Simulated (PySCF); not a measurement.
C₅H₁₀F₂OSi.
Structure used (PBE0-D3(BJ)/def2-SVP), in Å, numbered top down from 1:
```
atom  x, y, z in Å
F1     2.8869    1.4739    0.6185
C2     1.8390    0.9944    1.3265
F3     2.2559   -0.1039    1.9878
C4     0.7038    0.6553    0.3741
C5     1.0711   -0.4864   -0.5718
Si6   -0.4335   -0.9706   -1.6004
C7    -1.8497   -0.8615   -0.3558
C8    -1.6492    0.3586    0.5433
O9    -0.4001    0.3721    1.1908
H10    1.5256    1.7497    2.0676
H11    0.5146    1.5814   -0.2104
H12    1.3804   -1.3507    0.0386
H13    1.9310   -0.1976   -1.1954
H14   -0.2976   -2.3325   -2.2000
H15   -0.6465    0.0221   -2.7025
H16   -1.8517   -1.7728    0.2657
H17   -2.8306   -0.8067   -0.8550
H18   -1.7784    1.2921   -0.0438
H19   -2.4004    0.3783    1.3479
```

All values: PBE0/pcSseg-1 (PySCF, non-relativistic), on one gas-phase PBE0-D3(BJ)/def2-SVP geometry that isn't relaxed in the solvent. The solvent is an IEF-PCM continuum (van der Waals radii × 1.2). The model holds no explicit solvent molecules, cavitation or dispersion.

| run | E − E(gas) (kcal/mol) | HOMO (eV) | HOMO–LUMO gap (eV) | dipole (D) |
| --- | --- | --- | --- | --- |
| gas | 0.00 | -7.82 | 8.78 | 2.42 |
| P | -4.64 | -7.66 | 8.88 | 3.03 |
| Q | -3.27 | -7.69 | 8.85 | 2.83 |

**Question.** The runs were made in chloroform and water. Which run belongs to which solvent?

**Answer.** P = water, Q = chloroform. The dielectric constants are 4.711 (chloroform), 78.36 (water), and the energy falls further as ε rises. In this model the ground state sees the solvent through ε alone.

**Question.** How constant is the ratio of the lowering to (ε − 1)/(2ε + 1)?

**Answer.** 
```json
{"solvent": "chloroform", "(ε − 1)/(2ε + 1)": "0.356", "E − E(gas) (kcal/mol)": "-3.27", "ratio (kcal/mol)": "-9.2", "polarisation term (kcal/mol)": "-3.55"}
{"solvent": "water", "(ε − 1)/(2ε + 1)": "0.490", "E − E(gas) (kcal/mol)": "-4.64", "ratio (kcal/mol)": "-9.5", "polarisation term (kcal/mol)": "-5.24"}
```

The ratio changes by +2.9 % in size from chloroform to water. The polarisation term is half the interaction of the solute with the induced surface charges.
